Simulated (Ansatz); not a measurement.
A nudged elastic band was laid between two geometries of CH10AsNSi2 (15 atoms, charge 0, multiplicity 1).

Level of theory: RHF/def2-SVP (Ansatz).

- movable images: 5
- climbing image: yes
- spring: 5.0 eV/Å²
- optimiser: quadratic models (default)
- start path: IDPP
- force threshold: 0.03 eV/Å
- iteration limit: 60
- end points: relaxed

Initial state:

```xyz
15
Properties=species:S:1:pos:R:3
N -0.003 1.326 1.929
Si 0.342 -0.349 1.688
C 1.059 -0.622 -0.037
Si 0.216 0.219 -1.504
As -2.125 -0.273 -1.568
H -0.733 1.615 2.551
H 0.703 2.032 1.852
H -0.941 -1.074 1.848
H 1.303 -0.925 2.668
H 2.104 -0.290 -0.034
H 1.092 -1.701 -0.221
H 0.866 -0.216 -2.766
H 0.347 1.693 -1.417
H -1.941 -1.716 -1.978
H -2.310 0.229 -2.981
```

Final state:

```xyz
15
Properties=species:S:1:pos:R:3
N -0.228 1.166 2.077
Si 0.260 -0.441 1.693
C 1.105 -0.648 0.008
Si 0.380 0.268 -1.474
As -1.986 -0.063 -1.618
H 0.408 1.889 2.348
H -1.115 1.532 1.797
H -0.959 -1.284 1.701
H 1.209 -0.916 2.730
H 2.150 -0.327 0.098
H 1.136 -1.719 -0.223
H 1.045 -0.165 -2.727
H 0.583 1.731 -1.336
H -1.903 -1.519 -2.010
H -2.107 0.445 -3.035
```

**Question.** Which bonds break or form, and what moves?

**Answer.** No bond is made or broken. The dihedral H7–N1–Si2–C3 goes from -58 to 87°.

**Question.** Give the energies along the band, and the barrier.

**Answer.** The run converged. The highest image is number 2 of 0 to 6, 0.037 eV above the first end and 0.035 eV above the last; the last end lies 0.002 eV above the first. A vibrational analysis at the climbing image gives one clearly imaginary mode, 225i cm⁻¹: a first-order saddle point.

| image | path coordinate (Å) | energy (eV) | dihedral H7–N1–Si2–C3 (°) |
| --- | --- | --- | --- |
| 0 | 0.00 | 0.000 | -58 |
| 1 | 0.46 | 0.013 | -35 |
| 2 | 0.93 | 0.037 | 6 |
| 3 | 1.50 | 0.018 | 44 |
| 4 | 2.07 | 0.011 | 66 |
| 5 | 2.65 | 0.011 | 77 |
| 6 | 3.22 | 0.002 | 87 |

**Question.** What is the geometry of the highest image?

**Answer.** 
```xyz
15
Properties=species:S:1:pos:R:3:forces:R:3
N 0.060 1.285 2.052 -0.01 0.01 0.01
Si 0.229 -0.398 1.726 0.00 0.00 -0.01
C 1.032 -0.612 0.031 0.00 0.00 0.01
Si 0.280 0.250 -1.471 0.00 0.01 0.00
As -2.047 -0.249 -1.706 0.00 -0.01 0.00
H -0.428 1.649 2.846 0.01 0.00 0.00
H 0.271 1.997 1.383 0.00 -0.01 0.00
H -1.076 -1.110 1.744 0.00 0.00 0.00
H 1.071 -1.068 2.750 0.00 0.00 0.00
H 2.075 -0.282 0.102 0.00 0.00 0.00
H 1.070 -1.687 -0.178 0.00 0.00 0.00
H 1.029 -0.123 -2.696 0.00 0.00 0.00
H 0.376 1.725 -1.318 0.00 0.00 0.00
H -1.836 -1.690 -2.111 0.01 0.00 0.00
H -2.130 0.263 -3.125 0.00 0.00 0.00
```

**Question.** What are the harmonic wavenumbers there?

**Answer.** 225i, 38, 81, 108, 131, 195, 253, 294, 365, 469, 542, 573, 648, 708, 743, 779, 795, 803, 846, 905, 923, 1012, 1040, 1083, 1090, 1113, 1194, 1503, 1684, 2282, 2304, 2316, 2320, 2333, 2337, 3166, 3221, 3812, 3911 cm⁻¹.

The band took 14 iterations and of the order of 8 core-minutes.

Time of the run: 4 min on 2 threads of Arm Neoverse V1, with other jobs on the host, peak memory 0.44 GiB.
